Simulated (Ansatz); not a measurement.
Consider the formal exchange of groups at the Se–Al bond: `[NH2][AlH][SeH]` + `NCBO` → `NCB(O)[SeH]` + `[NH2][AlH2]`.

Isolated molecules relaxed with PBE0-D4/def2-TZVP in Ansatz; ΔE leaves out vibrations. CBS: MP2 limit from def2 TZ/QZ plus the TZ coupled-cluster correction, frozen cores. This one scheme is used for every species. DFT in def2-TZVPP. For Se outer-core shells are correlated without core-valence functions, which leaves a few kJ/mol of doubt a bond. Scalar relativity is left out up to krypton. Each species was taken in one conformer, which may not be the lowest.

| level | ΔE (kJ/mol) |
| --- | --- |
| PBE0-D4 | 79.2 |
| HF/CBS(def2) | 85.5 |

Q: What does CCSD(T)/CBS give? (Estimate.)

A: Ansatz gave: +80.6 kJ/mol. The listed levels differ from it by -1.4, 4.9 kJ/mol.

Largest T1 diagnostic among the species: 0.012.

In def2-TZVPP, CCSD(T) changes the Hartree–Fock value by −8.3 kJ/mol (the triples alone add −1.8 kJ/mol) and MP2 by −7.5 kJ/mol. From PBE to PBE0 (25 % exact exchange), in def2-TZVPP and without D4, ΔE moves by +5.4 kJ/mol. The D4 term adds −4.3 kJ/mol with B3LYP and −2.4 kJ/mol with PBE0; it sums over pairs of atoms, weighted by their polarisabilities, and B3LYP, whose exchange is more repulsive, gets the larger term.

B3LYP here is the variant with VWN-RPA as its local correlation; programs differ in this.
